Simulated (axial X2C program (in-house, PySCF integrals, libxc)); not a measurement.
**ZrBr: cheaper levels and CCSD(T), 2c**

Calculated with an axial X2C code built on PySCF integrals. Two-component (2c) means X2C with spin–orbit coupling and atomic mean-field two-electron Coulomb and Gaunt terms. Basis: Zr dyall-cv3z [11s12p9d6f3g], Br dyall-cv3z [8s9p6d4f1g] (cores contracted in-house); Gaussian nuclei, density fitting, unrestricted open shells. Masses: Zr 89.905 u, Br 78.918 u.

State: Ω = 3/2 (⟨Sz⟩ = 1.50, ⟨Lz⟩ = 0.00 at HF); fragments Zr + Br.

```json
{"level": "PBE0", "Re (Å)": "2.478", "ωe (cm⁻¹)": "275.6"}
{"level": "HF", "Re (Å)": "2.573", "ωe (cm⁻¹)": "253.6"}
{"level": "MP2", "Re (Å)": "2.516", "ωe (cm⁻¹)": "267.5"}
{"level": "CCSD", "Re (Å)": "2.528", "ωe (cm⁻¹)": "265.2"}
{"level": "PW91", "Re (Å)": "2.474", "ωe (cm⁻¹)": "274.6"}
```

Correlated methods: 11 electrons correlated (number of frozen shells: Zr 4 s, 3 p, 1 d; Br 3 s, 2 p, 1 d), 323 virtual spin orbitals or spinors in MP2, 90 natural virtuals in coupled cluster.

CCSD(T), same Hamiltonian and basis:

Re = 2.524 Å, ωe = 266.4 cm⁻¹; T1 = 0.020 (Lee–Taylor normalisation).

(1) Give the differences from CCSD(T) in the columns below.

One determinant describes the state; a PBE0 search over occupations chose it and may have missed a lower one. De is not given where an atomic determinant may have missed its ground term or J level, or where the truncated virtual space spoils (T). Density functionals use the spin component along the axis (collinear). CCSD and (T) use frozen natural virtuals with an MP2 correction for the truncation; (T) itself is uncorrected, so its De runs slightly low. Other states lie close and PBE0, whose exact exchange favours high spin, may order them wrongly; the determinant shown need not be the ground state. The nearest other 2c determinant of the search, Ω = 3/2, lies 0.06 eV up at the distance of the search. The functionals have no current-density term, which raises determinants with orbital currents, atoms included. With several unpaired electrons one determinant need not be a pure state. The outer-core s and p shells of the metal are frozen in the correlated rows, which leaves out core–valence correlation; for alkali and alkaline-earth bonds that tends to lengthen them. This is the top spin component of a Σ state; components of lower Ω are not single determinants and can lie lower. With the outer-core shells frozen, correlated bond lengths of heavy atoms tend to come out a few hundredths of an ångström too long.

Results:

(1) 

```json
{"level": "PBE0", "ΔRe (Å)": "-0.046", "Δωe (cm⁻¹)": "9.2"}
{"level": "HF", "ΔRe (Å)": "0.049", "Δωe (cm⁻¹)": "-12.8"}
{"level": "MP2", "ΔRe (Å)": "-0.008", "Δωe (cm⁻¹)": "1.1"}
{"level": "CCSD", "ΔRe (Å)": "0.004", "Δωe (cm⁻¹)": "-1.2"}
{"level": "PW91", "ΔRe (Å)": "-0.050", "Δωe (cm⁻¹)": "8.2"}
```
